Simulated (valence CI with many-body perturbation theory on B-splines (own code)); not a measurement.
Lu48+ in brief

Calculated by relativistic CI+MBPT: five valence electrons over a frozen Dirac-Fock core [Ar], radial functions for each j: 7 s, 7 p, 8 d, 6 f, 4 g, 1 h, with the one-electron correlation potential Σ1 (screened to all orders), the two-electron term Σ2, the three-electron term Σ3, Breit, model QED; selected single and double excitations, second order for the rest (own B-spline code, finite nucleus).

The last digits are not significant, and no measured levels were compared; by estimate large intervals hold to a few tenths of a per cent, small ones and those within an open d or f shell to about a per cent. Among the levels kept, up to 250 cm⁻¹ of a level comes from second order outside the variational space, and about a tenth of that is noise between levels of different J, which matters for small intervals. The list stops below the first excitations out of the core. Only levels of the ground parity were solved; by the run's estimate the other parity begins above the list, which can be wrong where configurations are misplaced.

Levels are named by their leading jj configuration (3d3/2^4 stands for four electrons in 3d with j = 3/2), which in mixed levels can hold well under half, so a name can repeat and another be missing.

Rates and lifetimes use the calculated energies. Strong lines usually hold to 10 to 20 %, long lifetimes can be off by a factor of two.

(1) What is the ground level?

(2) What is the ionisation energy?

(3) How well does LS coupling describe the low levels?

Results:

(1) (3d3/2^4 3d5/2) J=5/2, composition 26 % 3d⁵ ⁴P + 24 % 3d⁵ ²D + 17 % 3d⁵ ²F, g = 1.303.

(2) 4210.4 eV; NIST lists 4211 ± 4 eV (theoretical).

(3) Among the lowest 20 levels the leading LS term, summed over configurations, holds 48 % on average. For single configurations the figures are 48 % in LS and 97 % in jj coupling. Terms mix most in the J = 5/2 level at 0.00 eV, where the leading one holds 26 %.
